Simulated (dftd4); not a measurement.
pyridine (C5H5N), singlet, geometry from GFN2-xTB; D4 for tpss in dftd4 4.2.0.

The dftd4 input:
```
$ dftd4 mol.xyz --func tpss --charge 0 --json dftd4.json --noedisp --property

# file mol.xyz
11

N      0.00742982    -0.00202824     1.39890042
C     -0.00729504     0.00199145    -1.37352275
C      0.00593743     1.13226510     0.72050688
C      0.00169873    -1.13434967     0.71724306
C     -0.00577111    -1.19111707    -0.66858228
C     -0.00131259     1.19305082    -0.66514919
H     -0.01303551     0.00355852    -2.45435009
H      0.01080092     2.03373642     1.31980399
H      0.00318739    -2.03755505     1.31394154
H     -0.01026046    -2.14122739    -1.18042206
H     -0.00224565     2.14464139    -1.17425062
```

**Question.** Predict the main parts of the log of this dftd4 run.

**Answer.** 
```
                    ____  _____ _____     ____  _  _
      -------------|  _ \|  ___|_   _|---|  _ \| || |------------
     |             | | | | |_    | | ___ | | | | || |_           |
     |             | |_| |  _|   | ||___|| |_| |__   _|          |
     |             |____/|_|     |_|     |____/   |_|            |
     |             ===================================           |
     |            E. Caldeweyher, S. Ehlert & S. Grimme          |
     |          Mulliken Center for Theoretical Chemistry        |
     |                    University of Bonn                     |
      -----------------------------------------------------------

Rational (Becke-Johnson) damping: tpss-D4-ATM
---------------------
  s6         1.0000
  s8         1.7660
  s9         1.0000
  a1         0.4282
  a2         4.5426
 alp        16.0000
--------------------

Atomic data, radii in Ångström:
------------------------------------------------------
   Z          R(cov)      r4/r2   hardness         EN
------------------------------------------------------
   7 N        0.9467     1.4350     0.5044     3.0400
   6 C        1.0000     1.6431     0.4220     2.5500
   1 H        0.4267     1.0622     0.4726     2.2000
------------------------------------------------------

Atomic reference systems (in atomic units):
----------------------------------------------------------------------------
   Z        #      CN     q+Z       C6(AA)   #      CN     q+Z       C6(AA)
----------------------------------------------------------------------------
   7 N      1  0.0000  7.0000      25.3714   2  0.8583  6.6470      32.5496
            3  1.8399  6.6987      28.5877   4  2.5804  6.1757      42.3910
            5  0.9809  7.0000      18.1534
   6 C      1  0.0000  6.0000      49.3833   2  0.9189  5.8288      52.1688
            3  1.9079  5.8579      35.6972   4  2.8312  5.7775      35.8445
            5  3.7487  5.7435      28.6317   6  2.9183  5.8956      32.2504
            7  0.8556  6.2103      25.6194
   1 H      1  0.0000  1.0000       7.6362   2  0.8942  1.0000       3.0374
----------------------------------------------------------------------------

Atomic properties (in atomic units):
----------------------------------------------------------------------------
     #    Z              CN          q      C6(AA)        C8(AA)   alpha(0)
----------------------------------------------------------------------------
     1    7 N        1.8358    -0.3808     30.5721      674.4443     8.2242
     2    6 C        2.9294    -0.0948     32.0122      925.8479     9.2496
     3    6 C        2.9147     0.0493     28.3497      819.9227     8.7035
     4    6 C        2.9147     0.0493     28.3497      819.9227     8.7035
     5    6 C        2.9145    -0.0973     32.0855      927.9683     9.2592
     6    6 C        2.9145    -0.0973     32.0855      927.9683     9.2592
     7    1 H        0.9255     0.1123      1.6771       20.2737     2.0252
     8    1 H        0.9254     0.1209      1.6057       19.4097     1.9816
     9    1 H        0.9254     0.1209      1.6057       19.4097     1.9816
    10    1 H        0.9257     0.1087      1.7074       20.6398     2.0434
    11    1 H        0.9257     0.1087      1.7074       20.6398     2.0434
----------------------------------------------------------------------------

Molecular properties (in atomic units):
----------------------------------------
 molecular C6                1566.9466
 molecular C8               38766.0181
----------------------------------------

Dispersion energy:      -1.3371796736997E-02 Eh

[Info] JSON dump of results written to 'dftd4.json'
```
